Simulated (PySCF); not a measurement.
C$_{2}$H$_{7}$AlCl$_{2}$OSi (SMILES [CH3][Al]([CH3])[O][SiH](Cl)Cl), singlet, at the geometry of the source list.

Here is a job for PySCF.
```python
from pyscf import gto, scf, mcscf, mrpt
import numpy

mol = gto.Mole()
mol.atom = '''
    Si    2.536300    0.497600   -0.008600
    Cl    2.745200    2.355400   -0.748200
    Cl    3.365100   -0.828100   -1.274600
    O     0.970200    0.165500    0.149700
    Al   -0.708600   -0.146400    0.097300
    C    -1.060300   -2.101400    0.183700
    C    -1.771200    1.529800   -0.056100
    H     3.146100    0.404000    1.301700
    H    -0.518500   -2.614400   -0.619200
    H    -2.110500   -2.382500    0.102300
    H    -0.677400   -2.521000    1.121100
    H    -1.126100    2.332900   -0.425600
    H    -2.166000    1.861100    0.909300
    H    -2.624300    1.447500   -0.732700
'''
mol.basis = 'sto-3g'
mol.charge = 0
mol.spin = 0
mol.verbose = 3
mol.build()

mf = scf.RHF(mol)
mf.kernel()
mc = mcscf.CASCI(mf, 3, 4)
mc.fix_spin_(ss=0.0)
mc.kernel()
occ = numpy.linalg.eigvalsh(mc.fcisolver.make_rdm1(mc.ci, mc.ncas, mc.nelecas))[::-1]
ss = mc.fcisolver.spin_square(mc.ci, mc.ncas, mc.nelecas)[0]
print('natural occupations', occ.round(4), ' <S^2>', round(ss, 4))
e2 = mrpt.NEVPT(mc).kernel()
print('E(NEVPT2) = %.10f' % (mc.e_tot + e2))
```

Q: What is the computed NEVPT2 correction (CASCI(4,3)+NEVPT2/STO-3G run with PySCF)?

A: -0.2205 Eh

Q: Give the SCF-reference HOMO energy at the level CASCI(4,3)+NEVPT2/STO-3G.

A: -8.53 eV

Q: Give the SCF-reference HOMO-LUMO gap at the level CASCI(4,3)+NEVPT2/STO-3G.

A: 16.88 eV

Q: What is the computed total energy (CASCI(4,3)+NEVPT2/STO-3G)?

A: -1586.9633 Eh

Q: Estimate the nuclear repulsion energy that CASCI(4,3)+NEVPT2/STO-3G returns for this input.

A: 590.5676 Eh

Q: Predict the SCF-reference Mulliken (on the basis functions themselves) charges in atom order from CASCI(4,3)+NEVPT2/STO-3G.

A: Si1 1.11, Cl2 -0.39, Cl3 -0.39, O4 -0.68, Al5 1.09, C6 -0.41, C7 -0.41, H8 -0.13, H9 0.04, H10 0.03, H11 0.03, H12 0.04, H13 0.03, H14 0.03
